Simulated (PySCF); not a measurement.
ClSi, SMILES [Si]Cl (connectivity only; charge and spin as stated), charge +1, multiplicity 1. The structure is a stationary point at PBE-D3(BJ)/def2-TZVPD.

TDA-PBE/def2-TZVPD in PySCF 2.14.0 puts the lowest singlet excitations at 5.22, 5.38, 5.38, 5.48, 5.48, 7.03 eV and the lowest triplet (TDA) at 3.66 eV.

What are the lowest singlet roots from EOM-CCSD/aug-cc-pVDZ run with PySCF? (The exact figures need the calculation; the answer reports its results.)

5.62, 5.62, 6.03, 6.03, 6.08, 7.22 eV; triplets 3.83, 3.83, 5.42 eV. S1 differs by 0.39 eV (second minus first; roots are paired by order, and the bases may differ).
